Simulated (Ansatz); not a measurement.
B2(OH)4 (B2O4H4). Total charge 0; singlet. Geometry PBE-D4/def2-SVP; atoms count from 1.

```
atom    x (Å)    y (Å)    z (Å)
  B1  -0.7394   0.8103   0.3443
  O2  -1.0480   0.9965   1.6693
  O3  -1.3646   1.6481  -0.5462
  B4   0.3719  -0.4077  -0.1730
  O5   0.9544  -1.2057   0.7888
  O6   0.6241  -0.5243  -1.5236
  H7  -0.5543   0.3555   2.2106
  H8  -1.0773   1.4323  -1.4510
  H9   1.5755  -1.8803   0.4529
 H10   1.2577  -1.2246  -1.7722
```

Estimate the Mulliken populations from the PBE0/def2-TZVP orbitals of Ansatz.


| atom | charge (e) |
| --- | --- |
| B1 | 0.13 |
| O2 | -0.41 |
| O3 | -0.41 |
| B4 | 0.27 |
| O5 | -0.43 |
| O6 | -0.43 |
| H7 | 0.34 |
| H8 | 0.34 |
| H9 | 0.31 |
| H10 | 0.31 |
Mulliken values depend strongly on the basis.

And the Mayer bond orders between heavy atoms (over 0.3)?

B1–O2 1.33 (1.37 Å); B1–O3 1.33 (1.37 Å); B1–B4 0.96 (1.73 Å); B4–O5 1.34 (1.38 Å); B4–O6 1.34 (1.38 Å).
